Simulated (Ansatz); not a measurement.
`CO[Si]O` + HBr → `CO[Si]Br` + H₂O at 298.15 K and 1 bar (ligand exchange at the Si–O bond).

Isolated molecules relaxed with PBE0-D4/def2-TZVP in Ansatz; ΔE leaves out vibrations. CBS: MP2 limit from def2 TZ/QZ plus the TZ coupled-cluster correction, frozen cores. This one scheme is used for every species. For Br outer-core shells are correlated without core-valence functions, which leaves a few kJ/mol of doubt a bond. Scalar relativity is left out up to krypton. One conformer a species, not always the lowest.

```tsv
species	CCSD(T)/CBS energy (Eh)	H − E (kJ/mol)	S (J/(mol·K))
`CO[Si]O`	-479.93637	165.8	310.0
HBr	-2573.91920	24.6	198.6
`CO[Si]Br`	-2977.47730	132.2	333.7
H₂O	-76.37941	66.4	188.7
```

H − E and S are ideal-gas, rigid-rotor, harmonic terms from PBE0-D4/def2-TZVP, for one conformer and one mirror image of each species. 1 Eh = 2625.50 kJ/mol, R = 8.31446 J/(mol·K).

Q: By hand: ΔE, ΔH, ΔS and ΔG.

A: ΔE = (-2977.47730) + (-76.37941) − (-479.93637) − (-2573.91920) = -0.00114 Eh = -3.0 kJ/mol. Δ(H − E) = 132.2 + 66.4 − 165.8 − 24.6 = 8.2, so ΔH = 5.2 kJ/mol. ΔS = 333.7 + 188.7 − 310.0 − 198.6 = 13.8 J/(mol·K). ΔG = 5.2 − 298.15 × (13.8)/1000 = 1.1 kJ/mol.

Q: By hand: the equilibrium constant, and the temperature at which ΔG would vanish if ΔH and ΔS stayed fixed.

A: log₁₀ K = −ΔG/(RT ln 10) = -0.2. ΔG = 0 at ΔH/ΔS = 377 K, though so small a ΔH makes that figure unsure.

TΔS isn't small against ΔH here. The sign of ΔG lies within the doubt. A doubt of 5 kJ/mol in ΔE shifts log₁₀ K by 0.9 here. Other conformers and mirror images would add mixing entropy, several J/(mol·K) or more a flexible species. These are equilibria of isolated gas molecules and say nothing of rates. Largest T1 diagnostic: 0.014 (customary marks: 0.02 for closed shells, 0.045 for open ones).
